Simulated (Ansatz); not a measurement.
Problem. Name a neutral molecule of C, N, Si and H with HOMO energy (B3LYP/def2-TZVPP) between -6.05 and -5.75 eV and size of the dipole moment (B3LYP/def2-TZVPP) between 2.50 and 2.80 D (Ansatz, PBE0-D4/def2-TZVP geometry).

Solution. `NC1=C[SiH2]C1` (-5.96 eV, 2.59 D); `N[SiH]1C=N1` (-5.92 eV, 2.69 D). Other molecules can fit too; these were computed, each in one conformer that needn't be the lowest.

B3LYP here is the variant with VWN-RPA as its local correlation; programs differ in this.
